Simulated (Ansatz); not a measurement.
Ansatz (a first-principles code) input (CCSD(T)/aug-cc-pVDZ):

Ansatz 0.2 input:
```yaml
crystal:
  periodic: [false, false, false]
  atoms:
    - {symbol: C, position_ang: [-2.13236474, -0.25667247, -0.00891514]}
    - {symbol: C, position_ang: [-0.83356875, 0.29214143, -0.62309353]}
    - {symbol: C, position_ang: [0.31792824, -0.61455132, -0.41173196]}
    - {symbol: C, position_ang: [1.49492973, -0.23698482, 0.29670940]}
    - {symbol: O, position_ang: [1.66787308, 0.87725794, 0.79520478]}
    - {symbol: H, position_ang: [-2.38374680, -1.23606486, -0.42056042]}
    - {symbol: H, position_ang: [-2.96302737, 0.41978097, -0.21395281]}
    - {symbol: H, position_ang: [-2.03549154, -0.35860062, 1.07258435]}
    - {symbol: H, position_ang: [-0.59781764, 1.27180156, -0.20784651]}
    - {symbol: H, position_ang: [-0.98679355, 0.42038380, -1.70217082]}
    - {symbol: H, position_ang: [0.26380164, -1.62895104, -0.79556166]}
    - {symbol: H, position_ang: [2.27854392, -1.01001012, 0.38805686]}
basis:
  gaussian:
    orbitals: aug-cc-pVDZ
magnetization: {spin_polarized: true, initial_magnetization: 1}
correlation: {method: ccsd_t, electrons: outside_noble_gas}
output: {forces: true}
```

End of the output:

```
cycle   5  -21.47992470 eV  change   -7.7e-4 eV  update   8.1e-4
cycle   6  -21.48074250 eV  change   -8.2e-4 eV  update   4.5e-4
cycle   7  -21.48118388 eV  change   -4.4e-4 eV  update   2.3e-4
cycle   8  -21.48136226 eV  change   -1.8e-4 eV  update   1.1e-4
cycle   9  -21.48138413 eV  change   -2.2e-5 eV  update   4.9e-5
cycle  10  -21.48136463 eV  change    1.9e-5 eV  update   2.2e-5
cycle  11  -21.48135417 eV  change    1.0e-5 eV  update   1.1e-5
cycle  12  -21.48135081 eV  change    3.4e-6 eV  update   6.8e-6
cycle  13  -21.48134974 eV  change    1.1e-6 eV  update   4.8e-6
cycle  14  -21.48134927 eV  change    4.6e-7 eV  update   3.8e-6
cycle  15  -21.48134919 eV  change    8.3e-8 eV  update   2.7e-6
cycle  16  -21.48134950 eV  change   -3.1e-7 eV  update   1.7e-6
cycle  17  -21.48134962 eV  change   -1.3e-7 eV  update   7.9e-7
coupled cluster: 5.80 GiB planned
perturbative correction -0.75486608 eV, -0.0277408169 hartree
the calculation of the forces begins
Total energy: -6291.89499259 eV, -231.2228761781 hartree
Atom 0 at    -2.132365    -0.256672    -0.008915 Å, force     0.141964     0.053244    -0.040844 eV/Å
Atom 1 at    -0.833569     0.292141    -0.623094 Å, force    -0.287594     0.106983    -0.053508 eV/Å
Atom 2 at     0.317928    -0.614551    -0.411732 Å, force    -0.329816    -0.247666    -0.216586 eV/Å
Atom 3 at     1.494930    -0.236985     0.296709 Å, force     0.413209    -0.559254    -0.006219 eV/Å
Atom 4 at     1.667873     0.877258     0.795205 Å, force     0.163389     1.075074     0.478698 eV/Å
Atom 5 at    -2.383747    -1.236065    -0.420560 Å, force    -0.099316    -0.439436    -0.198037 eV/Å
Atom 6 at    -2.963027     0.419781    -0.213953 Å, force    -0.369324     0.301323    -0.089960 eV/Å
Atom 7 at    -2.035492    -0.358601     1.072584 Å, force     0.052027    -0.044031     0.495789 eV/Å
Atom 8 at    -0.597818     1.271802    -0.207847 Å, force     0.096049     0.436409     0.197737 eV/Å
Atom 9 at    -0.986794     0.420384    -1.702171 Å, force    -0.056146     0.051116    -0.428654 eV/Å
Atom 10 at     0.263802    -1.628951    -0.795562 Å, force    -0.003260    -0.477641    -0.177915 eV/Å
Atom 11 at     2.278544    -1.010010     0.388057 Å, force     0.278816    -0.256121     0.039499 eV/Å
Dipole moment:    -0.336697    -0.435003    -0.305266 e Å
```

It need not be the lowest isomer of its formula.

The determinant is spin-contaminated: <S^2> is 0.90 against 0.75 for a pure state.
